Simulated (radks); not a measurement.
P4+, 11 electrons, occupied as [He] 2s1 2p6 3s1 4f1 (not the ground configuration). Method: scalar-relativistic Kohn-Sham, PW91, spin-polarised, spherical densities, point nucleus; open shells are filled with parallel spins first; computed with a radial shooting solver on a logarithmic mesh with Libxc functionals.

Local quantities along the radius. ELF = 1/(1 + alpha^2) is the electron localisation function; alpha = (tau - tau_W)/tau_unif compares the Pauli kinetic energy density with that of the uniform gas (summed over spins); s = |grad rho|/(2 (3 pi^2)^(1/3) rho^(4/3)) is the reduced gradient; 4 pi r^2 rho is in e/bohr; r v_xc is r times the local exchange-correlation potential of spin up (hartree bohr). tau is taken from the large components.

r (bohr),ELF,alpha,s,4 pi r^2 rho,r v_xc
0.004897,1.000,0.01104,0.4243,0.5716,-0.09832
0.005566,1.000,0.01129,0.4234,0.7226,-0.1061
0.006326,1.000,0.01160,0.4233,0.9109,-0.1148
0.00719,1.000,0.01197,0.4240,1.145,-0.1245
0.008171,1.000,0.01242,0.4255,1.434,-0.1354
0.009287,1.000,0.01297,0.4279,1.788,-0.1476
0.01056,1.000,0.01363,0.4312,2.220,-0.1610
0.012,1.000,0.01443,0.4354,2.743,-0.1759
0.01374,1.000,0.01547,0.4412,3.411,-0.1933
0.01562,1.000,0.01668,0.4478,4.159,-0.2112
0.01775,1.000,0.01818,0.4557,5.033,-0.2308
0.02018,1.000,0.02006,0.4652,6.038,-0.2519
0.02293,1.000,0.02244,0.4765,7.174,-0.2745
0.02607,0.999,0.02550,0.4897,8.430,-0.2985
0.02963,0.999,0.02948,0.5053,9.783,-0.3237
0.03367,0.999,0.03477,0.5236,11.19,-0.3497
0.03827,0.998,0.04194,0.5451,12.61,-0.3763
0.04349,0.997,0.05186,0.5703,13.95,-0.4027
0.04943,0.996,0.06594,0.5996,15.13,-0.4285
0.05618,0.993,0.08644,0.6336,16.05,-0.4528
0.06386,0.986,0.1171,0.6727,16.62,-0.4746
0.07258,0.974,0.1643,0.7166,16.77,-0.4932
0.08249,0.946,0.2383,0.7640,16.47,-0.5077
0.09375,0.888,0.3560,0.8111,15.73,-0.5177
0.1066,0.773,0.5413,0.8500,14.67,-0.5234
0.1211,0.599,0.8185,0.8665,13.45,-0.5257
0.1376,0.417,1.183,0.8405,12.29,-0.5259
0.1564,0.295,1.547,0.7562,11.43,-0.5254
0.1778,0.250,1.733,0.6224,11.05,-0.5296
0.2037,0.278,1.611,0.4737,11.26,-0.5588
0.2315,0.372,1.300,0.3786,11.97,-0.6210
0.2631,0.509,0.9820,0.3456,12.95,-0.6961
0.2991,0.641,0.7484,0.3640,13.89,-0.7637
0.3399,0.734,0.6025,0.4169,14.41,-0.8167
0.3863,0.786,0.5219,0.4938,14.24,-0.8518
0.4391,0.807,0.4890,0.5921,13.23,-0.8665
0.499,0.801,0.4983,0.7157,11.47,-0.8587
0.5672,0.761,0.5604,0.8716,9.214,-0.8279
0.6446,0.661,0.7164,1.067,6.828,-0.7767
0.7326,0.466,1.071,1.293,4.689,-0.7140
0.8327,0.236,1.799,1.495,3.054,-0.6549
0.9464,0.119,2.724,1.532,2.001,-0.6030
1.076,0.119,2.717,1.309,1.440,-0.5684
1.222,0.246,1.749,1.044,1.183,-0.6140
1.389,0.431,1.149,0.9979,1.040,-0.6663
1.579,0.383,1.270,1.134,0.8950,-0.6623
1.795,0.177,2.159,1.306,0.7281,-0.6278
2.04,0.061,3.933,1.359,0.5743,-0.5898
2.318,0.027,5.975,1.196,0.4693,-0.5563
2.635,0.021,6.895,0.9634,0.4164,-0.5706
3.019,0.022,6.700,0.9342,0.3859,-0.6395
3.431,0.023,6.516,1.174,0.3435,-0.6680
3.9,0.021,6.905,1.631,0.2715,-0.6159
4.432,0.015,8.200,2.320,0.1831,-0.5155
5.037,0.008,11.00,3.351,0.1034,-0.4228
5.725,0.004,16.70,4.968,0.04859,-0.4044
6.507,0.001,28.96,7.877,0.01872,-0.5633
7.396,0.000,60.77,14.39,0.005417,-0.4105
8.405,0.000,162.2,28.45,0.001093,-0.07917
9.553,0.000,545.5,61.22,0.0001559,-0.008840

On this mesh the ELF has minima near r = 0.18, 0.95 bohr, which separate the shells, and maxima near 0.44 (0.81), 1.4 (0.43).

Self-consistent cycle (total energy in hartree, residual of the potential): 1: -328.350664, 5e+00; 2: -329.164312, 3e+00; 3: -329.679323, 1e-01; 4: -329.680546, 9e-02; 5: -329.681007, 1e-02; 6: -329.681019, 2e-04; 7: -329.681019, 3e-05; 8: -329.681019, 1e-05; 9: -329.681019, 5e-06; 10: -329.681019, 2e-07; 11: -329.681019, 1e-07; 12: -329.681019, 2e-08; 13: -329.681019, 5e-09; 14: -329.681019, 8e-10.
